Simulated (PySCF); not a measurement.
C₄H₁₀Si, singlet, geometry from GFN2-xTB; PySCF with DF-B3LYP/6-31G.

PySCF was given this input:
```python
from pyscf import gto, scf, dft

mol = gto.Mole()
mol.atom = '''
    Si   -0.46648765    0.01022182   -0.51630102
    C    -1.02825057    1.63194164    0.30850230
    C    -1.21062286   -1.46632575    0.42792631
    C     1.42281338   -0.09942944   -0.49153551
    C     2.16198098   -0.11797340    0.60665913
    H    -0.91349101   -0.01764342   -1.92122404
    H    -2.11082664    1.71859368    0.31159718
    H    -0.63020816    2.49777648   -0.21213521
    H    -0.69111198    1.68810322    1.33976494
    H    -0.91935595   -2.41011428   -0.02320393
    H    -0.87764527   -1.48261762    1.46190785
    H    -2.29587834   -1.42488228    0.43305382
    H     1.93319385   -0.14989810   -1.44595996
    H     1.72051844   -0.07085885    1.58963044
    H     3.24010651   -0.18084248    0.58546966
'''
mol.basis = '6-31g'
mol.verbose = 4
mol.max_memory = 1800
mol.build()

mf = dft.RKS(mol)
mf.xc = 'b3lyp'
mf = mf.density_fit(auxbasis='def2-universal-jkfit')
mf.kernel()
```

What the program printed (banner, timings and long lists left out):

```
PySCF version 2.14.0

[INPUT] verbose = 4
[INPUT] num. atoms = 15
[INPUT] num. electrons = 48
[INPUT] charge = 0
[INPUT] spin (= nelec alpha-beta = 2S) = 0
[INPUT] symmetry False subgroup None
[INPUT] Mole.unit = angstrom
[INPUT] Symbol           X                Y                Z      unit          X                Y                Z       unit  Magmom
[INPUT]  1 Si    -0.466487650000   0.010221820000  -0.516301020000 AA   -0.881533898992   0.019316440295  -0.975667525634 Bohr   0.0
[INPUT]  2 C     -1.028250570000   1.631941640000   0.308502300000 AA   -1.943111964728   3.083922750874   0.582984855798 Bohr   0.0
[INPUT]  3 C     -1.210622860000  -1.466325750000   0.427926310000 AA   -2.287745645538  -2.770954076897   0.808663527396 Bohr   0.0
[INPUT]  4 C      1.422813380000  -0.099429440000  -0.491535510000 AA    2.688727614567  -0.187894410319  -0.928867494398 Bohr   0.0
[INPUT]  5 C      2.161980980000  -0.117973400000   0.606659130000 AA    4.085551938719  -0.222937415984   1.146419606667 Bohr   0.0
[INPUT]  6 H     -0.913491010000  -0.017643420000  -1.921224040000 AA   -1.726247826152  -0.033341231701  -3.630587259530 Bohr   0.0
[INPUT]  7 H     -2.110826640000   1.718593680000   0.311597180000 AA   -3.988884246036   3.247671374608   0.588833331387 Bohr   0.0
[INPUT]  8 H     -0.630208160000   2.497776480000  -0.212135210000 AA   -1.190920823866   4.720113467580  -0.400877448277 Bohr   0.0
[INPUT]  9 H     -0.691111980000   1.688103220000   1.339764940000 AA   -1.306012363606   3.190052755796   2.531788807894 Bohr   0.0
[INPUT] 10 H     -0.919355950000  -2.410114280000  -0.023203930000 AA   -1.737330956489  -4.554455918103  -0.043849072714 Bohr   0.0
[INPUT] 11 H     -0.877645270000  -1.482617620000   1.461907850000 AA   -1.658509194820  -2.801741249254   2.762605455852 Bohr   0.0
[INPUT] 12 H     -2.295878340000  -1.424882280000   0.433053820000 AA   -4.338581277921  -2.692637268946   0.818353116997 Bohr   0.0
[INPUT] 13 H      1.933193850000  -0.149898100000  -1.445959960000 AA    3.653206922194  -0.283266355593  -2.732468311487 Bohr   0.0
[INPUT] 14 H      1.720518440000  -0.070858850000   1.589630440000 AA    3.251308643864  -0.133903820002   3.003966170872 Bohr   0.0
[INPUT] 15 H      3.240106510000  -0.180842480000   0.585469660000 AA    6.122913918320  -0.341742758887   1.106377311642 Bohr   0.0

nuclear repulsion = 221.872916245468
number of shells = 47
number of NR pGTOs = 174
number of NR cGTOs = 69
basis = 6-31g
ecp = {}

******** <class 'pyscf.df.df_jk.DFRKS'> ********
method = DFRKS
initial guess = minao
damping factor = 0
level_shift factor = 0
DIIS = <class 'pyscf.scf.diis.CDIIS'>
diis_start_cycle = 1
diis_space = 8
diis_damp = 0
SCF conv_tol = 1e-09
SCF conv_tol_grad = None
SCF max_cycles = 50
direct_scf = False
XC library pyscf.dft.libxc version 7.1.2
    S. Lehtola, C. Steigemann, M. J. T. Oliveira, and M. A. L. Marques,  SoftwareX 7, 1–5 (2018)
XC functionals = b3lyp
    P. J. Stephens, F. J. Devlin, C. F. Chabalowski, and M. J. Frisch,  J. Phys. Chem. 98, 11623 (1994)
radial grids:
    Treutler-Ahlrichs [JCP 102, 346 (1995); DOI:10.1063/1.469408] (M4) radial grids

becke partition: Becke, JCP 88, 2547 (1988); DOI:10.1063/1.454033
pruning grids: <function nwchem_prune>
grids dens level: 3
symmetrized grids: False
atomic radii adjust function: <function treutler_atomic_radii_adjust>
small_rho_cutoff = 0
Set gradient conv threshold to 3.16228e-05
Initial guess from minao.
tot grids = 173736
******** <class 'pyscf.df.df.DF'> ********
auxbasis = def2-universal-jkfit
init E= -447.99678802618
  HOMO = -0.321406291429833  LUMO = -0.0885674719120619  gap/eV = 6.33587
cycle= 1 E= -447.790709706778  delta_E= 0.206  |g|= 0.54  |ddm|= 3.25
  HOMO = -0.195782595648946  LUMO = 0.0507089770325635  gap/eV = 6.70738
cycle= 2 E= -447.763796353644  delta_E= 0.0269  |g|= 0.614  |ddm|=  1.1
  HOMO = -0.26265428919262  LUMO = 0.00153450876352301  gap/eV = 7.18894
cycle= 3 E= -447.869887993441  delta_E= -0.106  |g|= 0.0356  |ddm|= 0.615
  HOMO = -0.264744630990529  LUMO = -0.000782797476175157  gap/eV = 7.18277
cycle= 4 E= -447.870124797023  delta_E= -0.000237  |g|= 0.0228  |ddm|= 0.054
  HOMO = -0.263724921238623  LUMO = 0.000140959736517843  gap/eV = 7.18016
cycle= 5 E= -447.870260351393  delta_E= -0.000136  |g|= 0.00596  |ddm|= 0.0255
  HOMO = -0.263361899340168  LUMO = 0.000543706705361968  gap/eV = 7.18124
cycle= 6 E= -447.870270670769  delta_E= -1.03e-05  |g|= 0.00129  |ddm|= 0.00745
  HOMO = -0.263543200956474  LUMO = 0.000390376585261087  gap/eV = 7.18200
cycle= 7 E= -447.87027118765  delta_E= -5.17e-07  |g|= 0.000124  |ddm|= 0.00194
  HOMO = -0.263527424722702  LUMO = 0.000406514710019401  gap/eV = 7.18201
cycle= 8 E= -447.870271192885  delta_E= -5.23e-09  |g|= 2.53e-05  |ddm|= 0.000247
  HOMO = -0.263530341032256  LUMO = 0.000403522356868802  gap/eV = 7.18201
cycle= 9 E= -447.870271193138  delta_E= -2.53e-10  |g|= 4.62e-06  |ddm|= 5.91e-05
  HOMO = -0.26352942760894  LUMO = 0.000404402359539091  gap/eV = 7.18201
Extra cycle  E= -447.870271193148  delta_E= -9.44e-12  |g|= 3.76e-06  |ddm|= 1.56e-05
converged SCF energy = -447.870271193148
```
